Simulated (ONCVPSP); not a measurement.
**An all-electron radial function and its pseudo partner (sulfur)**

Columns: radius, all-electron u(r) and pseudo u(r) of the 3p shell (level -22.23 eV) of sulfur in the configuration [Ne] 3s2 3p2.5; PBE, scalar-relativistic, ONCV scheme, ONCVPSP 4.0.1.

| r (bohr) | all-electron | pseudo |
| --- | --- | --- |
| 0.082 | -0.1410 | 0.0060 |
| 0.165 | -0.3058 | 0.0241 |
| 0.248 | -0.3713 | 0.0538 |
| 0.330 | -0.3447 | 0.0938 |
| 0.413 | -0.2554 | 0.1436 |
| 0.495 | -0.1336 | 0.2004 |
| 0.578 | 0.0035 | 0.2637 |
| 0.660 | 0.1392 | 0.3301 |
| 0.742 | 0.2668 | 0.3982 |
| 0.825 | 0.3832 | 0.4668 |
| 0.908 | 0.4845 | 0.5329 |
| 0.990 | 0.5692 | 0.5934 |
| 1.072 | 0.6391 | 0.6475 |
| 1.155 | 0.6952 | 0.6944 |
| 1.238 | 0.7372 | 0.7325 |
| 1.320 | 0.7663 | 0.7612 |
| 1.402 | 0.7842 | 0.7807 |
| 1.485 | 0.7925 | 0.7909 |
| 1.568 | 0.7921 | 0.7918 |
| 1.650 | 0.7846 | 0.7846 |
| 1.733 | 0.7711 | 0.7711 |
| 1.815 | 0.7529 | 0.7528 |
| 1.898 | 0.7306 | 0.7305 |
| 1.980 | 0.7056 | 0.7056 |
| 2.062 | 0.6784 | 0.6784 |
| 2.145 | 0.6494 | 0.6494 |

Question: How many radial nodes do the two functions have?

Answer: The all-electron 3p function has n − l − 1 = 1; the pseudo-wave has 0, since the states of the same l below it are removed with the core.

Question: At about which radius was the pseudo-wave matched?

Answer: 1.65 bohr, where the columns begin to agree (steps of 0.08 bohr).

Question: Is the pseudo-wave norm-conserving?

Answer: Yes: the ONCV scheme keeps the norm inside the radius equal to the all-electron one, which fixes the energy derivative of the logarithmic derivative at the level.
